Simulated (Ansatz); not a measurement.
Mulliken charges of `[CH3][Ta](=[O])([F])[F]` from PBE/def2-TZVPP in Ansatz (PBE0-D4/def2-TZVP geometry).

```
atom   x (Å)   y (Å)   z (Å)  charge (e)
  C1  -0.930  -0.081   0.596      -0.436
 Ta2   0.855   0.066  -0.579       0.969
  O3   2.098  -0.279   0.544      -0.347
  F4   0.794  -1.270  -1.891      -0.273
  F5   1.009   1.837  -1.174      -0.273
  H6  -1.820   0.118  -0.009       0.113
  H7  -1.015  -1.082   1.031       0.124
  H8  -0.898   0.634   1.424       0.124
```

By hand: the dipole of these point charges (1 e Å = 4.8032 D).

Σ q r = (-0.429, -0.001, 0.130) e Å, of length 0.448 e Å = 2.15 D.

How does the dipole of the full density compare? (Estimate.)

The calculation gave: (-0.497, 0.054, -0.083) e Å, 2.43 D; the point charges give 0.88 times that, at 27° from its direction.

Point charges leave out the atoms' own dipoles, such as those of lone pairs, and Mulliken's split depends on the basis, so the two needn't agree.
